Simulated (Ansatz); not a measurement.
**Which is lower?**

The two ends of one reaction step of GeH₆O₂, closed shell (PBE0-D4/def2-TZVP).

A:

Ge1  (-0.778, 0.611, 0.743)
H2  (3.028, -0.533, 0.147)
H3  (-0.439, 0.126, 2.158)
H4  (-2.285, 0.827, 0.539)
H5  (0.029, 1.846, 0.330)
H6  (2.329, -0.708, -0.051)
O7  (-0.265, -0.786, -0.288)
O8  (-0.508, -0.348, -1.637)
H9  (-1.111, -1.036, -1.942)
(Å)

B:

```json
{"atom": "Ge1", "x (Å)": "0.0471", "y (Å)": "0.6644", "z (Å)": "1.4808"}
{"atom": "H2", "x (Å)": "1.1406", "y (Å)": "-0.3852", "z (Å)": "1.7197"}
{"atom": "H3", "x (Å)": "-0.1328", "y (Å)": "1.4832", "z (Å)": "2.7724"}
{"atom": "H4", "x (Å)": "-1.2791", "y (Å)": "-0.0212", "z (Å)": "1.1380"}
{"atom": "H5", "x (Å)": "0.4664", "y (Å)": "1.6124", "z (Å)": "0.3516"}
{"atom": "H6", "x (Å)": "1.1604", "y (Å)": "-0.9383", "z (Å)": "-1.7661"}
{"atom": "O7", "x (Å)": "0.3434", "y (Å)": "-1.0649", "z (Å)": "-1.2682"}
{"atom": "O8", "x (Å)": "-0.5805", "y (Å)": "-0.3235", "z (Å)": "-2.0606"}
{"atom": "H9", "x (Å)": "-1.1656", "y (Å)": "-1.0268", "z (Å)": "-2.3675"}
```

Computed with Ansatz 0.2.0 (basis: def2-TZVPP); correlated methods freeze the cores. Filled d shells of the heavier atoms are correlated. The def2 sets are not built for correlating such inner shells, so the correlated values are less sure here. B3LYP uses VWN-RPA correlation.

Question: Which structure is lower at CCSD(T), and by how much? (To be estimated.)

Answer: The calculation gives: B, by 0.93 kcal/mol (electronic energy, against the other); a gap this small isn't resolved in one triple-zeta basis. By their contacts, A is a complex of GeH₄O₂ ([OH][O][GeH3]) + H₂ and B is a complex of H₂O₂ ([OH][OH]) + GeH₄.

Question: Do the other methods give the same order? (Judge from chemistry; the calculation decides.)

Answer: By the calculation: Not all: BLYP-D4, MP2 give the other order.

| method | E(B) − E(A) (kcal/mol) |
| --- | --- |
| SPW92 | -2.74 |
| PBE-D4 | -0.88 |
| BLYP-D4 | 1.27 |
| r2SCAN-D4 | -0.16 |
| B97M-V | -1.36 |
| PBE0-D4 | -2.61 |
| B3LYP-D4 | -0.48 |
| r2SCAN0-D4 | -1.87 |
| BHLYP-D4 | -1.80 |
| CAM-B3LYP-D4 | -1.22 |
| wB97X-V | -1.08 |
| wB97M-V | -1.46 |
| B2PLYP | -0.13 |
| PBE-QIDH | -1.84 |
| RPA on PBE | -0.69 |
| HF | -3.13 |
| MP2 | 0.68 |
| CCSD | -1.92 |
| CCSD(T) | -0.93 |

No T1 diagnostic of these runs exceeds 0.013.

Labels in which every atom is bracketed show which atoms are joined, not bond orders.

For scale, one of the runs: CCSD(T)/def2-TZVPP, 194 basis functions, launched by `ansatz run in.yaml --threads 4 --pin off --events-out ev --progress --plain --max-ram 9574MiB`. Hardware: 4 CPU threads of an Arm Neoverse V1, shared host. Wall time 59 s; peak host memory 2.3 GiB.
